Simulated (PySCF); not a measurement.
**Ionisation energy of Cs³⁰⁺ by level of theory**

Cs³⁰⁺ [Ar] 3d7 [3d3/2^4 3d5/2^3, M_J = 9/2] → Cs³¹⁺ [Ar] 3d6 [3d3/2^4 3d5/2^2, M_J = 4], as a difference of total energies. Computed with PySCF 2.14 in an even-tempered Gaussian basis (16 s from 4.9 bohr⁻², ratio 2.8; 12 p from 6.4 bohr⁻², ratio 2.8; 8 d from 6.4 bohr⁻², ratio 2.8; 3 f from 24 bohr⁻², ratio 3), with the two-component X2C-1e Hamiltonian. Correlated levels: [Ne] frozen; the 74 highest virtual spinors dropped. "Screened" scales the spin-orbit matrix elements by Boettger's factors to mimic the two-electron term; Breit and QED terms are absent.

```
                    method  ionisation energy (eV)
           GHF (spin-free)                  1848.8
          GMP2 (spin-free)                  1849.8
 GHF (screened spin-orbit)                  1848.8
GMP2 (screened spin-orbit)                  1849.4
```

Breit and QED terms and the two-electron picture change are absent.

The spin-free rows relax to the high-spin LS determinant and lack the spin-orbit shift.

The labels give the starting determinants; with spin-orbit coupling the two ends relaxed to ⟨J²⟩ = 24.75, ⟨L²⟩ = 14.27, ⟨S²⟩ = 2.99 and ⟨J²⟩ = 20.03, ⟨L²⟩ = 8.83, ⟨S²⟩ = 4.43.

For comparison: 1848 ± 4 eV (theoretical estimate listed by NIST; NIST Atomic Spectra Database, ionization energies).
